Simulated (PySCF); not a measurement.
Isomers of C5H5F3O. Method used: PySCF, TDDFT CAM-B3LYP/def2-SVPD, vertical, gas phase, core orbitals frozen in the response. Geometries: GFN2-xTB; one conformer of each isolated species. Triplets are in the Tamm–Dancoff approximation.

A. `FC[C@@H]1O[C@@H](F)C=C1F`
B. `FC(F)(F)C(/C=C\C)=O`
C. `C#C[C@H](C(F)(F)F)CO`
D. `C=C1[C@@H](F)O[C@@H]1C(F)F`

Lowest singlet levels (six at most, fewer where fewer were computed) with oscillator strengths:

1. 3.80 eV (f 0.000); 5.53 eV (f 0.318); 7.15 eV (f 0.000); 7.31 eV (f 0.001); 7.76 eV (f 0.012); 8.00 eV (f 0.001); T1 3.27 eV
2. 7.32 eV (f 0.304); 7.58 eV (f 0.008); 7.75 eV (f 0.014); 8.04 eV (f 0.014); 8.18 eV (f 0.006); 8.70 eV (f 0.017); T1 4.50 eV
3. 6.61 eV (f 0.000); 6.95 eV (f 0.001); 7.02 eV (f 0.002); 7.52 eV (f 0.001); 8.06 eV (f 0.046); 8.18 eV (f 0.062); T1 5.51 eV
4. 7.01 eV (f 0.057); 7.29 eV (f 0.174); 7.68 eV (f 0.176); 7.99 eV (f 0.022); 8.15 eV (f 0.002); 8.36 eV (f 0.015); T1 4.32 eV

Problem. Which spectrum belongs to which structure?

Solution. 1 = B, 2 = A, 3 = C, 4 = D.
- A: S1 at 7.32 eV, HOMO→LUMO (85%); Löwdin shares by element: HOMO carbon 69% or more, fluorine 11% or more (atoms not listed hold the other 20%); LUMO carbon 56% or more, fluorine 7% or more (atoms not listed hold the other 37%); HOMO -9.59 and LUMO 0.60 eV.
- B: S1 at 3.80 eV, HOMO→LUMO (82%), HOMO-1→LUMO (13%); Löwdin shares by element: HOMO oxygen 49%, carbon 29% or more (atoms not listed hold the other 22%); LUMO carbon 59% or more, oxygen 23% (atoms not listed hold the other 18%); HOMO -9.70 and LUMO -1.45 eV.
- C: S1 at 6.61 eV, HOMO→LUMO+1 (43%), HOMO-1→LUMO+1 (26%), HOMO-2→LUMO+1 (11%); Löwdin shares by element: HOMO carbon 52% or more, oxygen 27% (atoms not listed hold the other 20%); LUMO carbon 43% or more, oxygen 16% (atoms not listed hold the other 41%); HOMO -9.83 and LUMO 0.99 eV.
- D: S1 at 7.01 eV, HOMO→LUMO (44%), HOMO-1→LUMO (36%), HOMO-2→LUMO (17%); Löwdin shares by element: HOMO carbon 69% or more, oxygen 5% (atoms not listed hold the other 26%); LUMO carbon 64% or more, hydrogen 6% or more (atoms not listed hold the other 29%); HOMO -9.85 and LUMO 0.18 eV.
